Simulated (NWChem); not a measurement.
Isomers of C₄H₇N, each optimised at B3LYP/6-31G* with NWChem, gas phase unless a solvent is named. Flexible species stand in one conformer each, which need not be the lowest. Pople sets run with spherical d functions.

A: CC=C=CN
B: C=C/C=N/C
C: C(C)#CCN
D: CN1C=CC1

Rank them by orbital gap (eV), B3LYP/6-31G*, lowest first.

B (5.57), A (6.03), D (6.25), C (7.68)
